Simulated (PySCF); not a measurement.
**ZrH₂ at several levels of theory**

All levels use the PBE0 minimum (triplet; Zr–H 1.860 Å (×2); H–Zr–H 118.9°), basis [Zr def2-TZVP with ECP28, H def2-TZVP], scalar-relativistic core potentials, density fitting, no spin–orbit coupling, PySCF. For vertical energies the ionised species is a doublet (spins chosen at PBE0 and kept) and the electron-attached one a doublet. Atomisation goes to high-spin ground-configuration atoms, without zero-point energy. Open shells are unrestricted, also as the reference of the correlated levels. A dash marks a value that was not computed or is not defined at that level.

```json
{"level": "CCSD(T)", "atomisation (kJ/mol)": "516", "vertical IP (eV)": "6.82", "vertical EA (eV)": "0.49", "−ε(HOMO) (eV)": "–", "dipole (D)": "–"}
{"level": "HF", "atomisation (kJ/mol)": "426", "vertical IP (eV)": "6.54", "vertical EA (eV)": "-0.17", "−ε(HOMO) (eV)": "7.28", "dipole (D)": "2.55"}
{"level": "MP2", "atomisation (kJ/mol)": "503", "vertical IP (eV)": "6.88", "vertical EA (eV)": "0.16", "−ε(HOMO) (eV)": "–", "dipole (D)": "–"}
{"level": "PBE0", "atomisation (kJ/mol)": "567", "vertical IP (eV)": "7.07", "vertical EA (eV)": "0.43", "−ε(HOMO) (eV)": "5.10", "dipole (D)": "2.58"}
{"level": "PBE", "atomisation (kJ/mol)": "579", "vertical IP (eV)": "7.08", "vertical EA (eV)": "0.49", "−ε(HOMO) (eV)": "3.88", "dipole (D)": "2.37"}
{"level": "B3LYP", "atomisation (kJ/mol)": "572", "vertical IP (eV)": "7.11", "vertical EA (eV)": "0.54", "−ε(HOMO) (eV)": "4.85", "dipole (D)": "2.54"}
{"level": "r2SCAN", "atomisation (kJ/mol)": "600", "vertical IP (eV)": "7.15", "vertical EA (eV)": "0.43", "−ε(HOMO) (eV)": "4.21", "dipole (D)": "2.61"}
{"level": "wB97X", "atomisation (kJ/mol)": "535", "vertical IP (eV)": "6.78", "vertical EA (eV)": "0.73", "−ε(HOMO) (eV)": "6.91", "dipole (D)": "2.78"}
```

For ZrH₂ itself CCSD(T) correlates 14 electrons; T1 = 0.019, D1 = 0.049, (T) = -17 kJ/mol.

(1) Which levels differ least and most from CCSD(T) in the atomisation?

Answers

(1) Least: MP2 (-13 kJ/mol); most: HF (-90 kJ/mol). CCSD(T) atomisation energies in a triple-zeta basis lie tens of kJ/mol low, so this is no ranking by accuracy.

Spin contamination in at least one species weakens the values at: CCSD(T), HF, MP2, PBE0, PBE, r2SCAN.

Without diffuse functions attachment energies tend to come out too low.

Other spin states or occupations of the open shell can lie lower.
